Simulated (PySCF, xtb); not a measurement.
Si(H)(Br)(Me)2 (C2H7BrSi), SMILES C[SiH](C)Br. Atoms are numbered in the order given.

```xyz
11

Si     0.9135    -0.4292     0.0000
C      1.6692     0.2837     1.5533
C      1.6692     0.2837    -1.5533
Br    -1.2801     0.0553     0.0000
H      1.0115    -1.9186     0.0000
H      2.7442     0.0446     1.5970
H      1.1859    -0.1291     2.4511
H      1.5555     1.3782     1.5725
H      1.1859    -0.1291    -2.4511
H      2.7442     0.0446    -1.5970
H      1.5555     1.3782    -1.5725
```
Charge 0, spin multiplicity 1.

Geometry: PBE0-D3(BJ)/def2-SVP.

Level of theory: IEF-PCM-M06-2X/def2-SVP (PySCF 2.14.0).

The values are the electrostatic part of the solvation free energy, E(continuum) − E(gas) at the gas-phase geometry, in a cavity of scaled van der Waals radii (PySCF's table); cavitation and dispersion terms are not included. In vacuum the orbital gap is 10.76 eV. The dipole moment in vacuum is 2.37 D.

Computed values in water (ε = 78.36), diethylether (ε = 4.24), dimethylsulfoxide (ε = 46.83):
| solvent | ε | ΔG(elec) (kcal/mol) | dipole (D) | gap (eV) |
|---|---|---|---|---|
| water | 78.36 | -2.5 | 3.11 | 10.98 |
| diethylether | 4.24 | -1.7 | 2.87 | 10.91 |
| dimethylsulfoxide | 46.83 | -2.5 | 3.10 | 10.97 |

For comparison, GFN2-xTB/ALPB(water) (xtb, at the GFN2-xTB geometry, all terms of that model) gives -1.4 kcal/mol.
